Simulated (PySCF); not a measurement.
AgF, SMILES [F][Ag] (connectivity only; charge and spin as stated), charge -1, multiplicity 2.

Geometry optimised at r2SCAN-D4/def2-TZVPD. The spin state was assumed, not searched. The def2 effective core potentials stand for the cores of Ag; spin–orbit coupling is left out.

Computed with r2SCAN-D4/def2-TZVPD run with PySCF 2.14.0.

Frequencies are harmonic and unscaled.

Give all harmonic wavenumbers and intensities. (The exact figures need the calculation; the answer reports its results.)


```
mode  ν (cm⁻¹)  IR (km/mol)  moving atoms (share of kinetic energy)
----  --------  -----------  --------------------------------------
1          358        110.6                         F 85 %, Ag 15 %
```
